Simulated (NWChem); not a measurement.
# MgHCl; SMILES [MgH][Cl]

```xyz
3

Mg     0.0003     1.1967     0.0000
H     -0.0025     2.8900     0.0000
Cl    -0.0001    -1.0147     0.0000
```
Atoms are numbered in this order, from 1.

Results from NWChem. Pople sets run with spherical d functions. Geometry: optimised at B3LYP/6-31G* (spherical d).

### Question
Taking Hartree-Fock/6-311++G** as the yardstick, which of these has the fewest basis functions while keeping “dipole (D)” within 0.05 D of it: Hartree-Fock/6-31+G*; Hartree-Fock/3-21G; Hartree-Fock/6-31G*; Hartree-Fock/6-311G**; Hartree-Fock/STO-3G?

### Answer
Hartree-Fock/6-31G* (a larger set in the list lies outside the tolerance).
```json
[
 {"level": "Hartree-Fock/STO-3G", "basis functions": "19", "dipole (D)": "3.27"},
 {"level": "Hartree-Fock/3-21G", "basis functions": "28", "dipole (D)": "2.65"},
 {"level": "Hartree-Fock/6-31G*", "basis functions": "38", "dipole (D)": "1.85"},
 {"level": "Hartree-Fock/6-31+G*", "basis functions": "46", "dipole (D)": "1.89"},
 {"level": "Hartree-Fock/6-311G**", "basis functions": "58", "dipole (D)": "1.94"},
 {"level": "Hartree-Fock/6-311++G**", "basis functions": "67", "dipole (D)": "1.87"}
]
```

The yardstick is one finite set, not the basis-set limit.
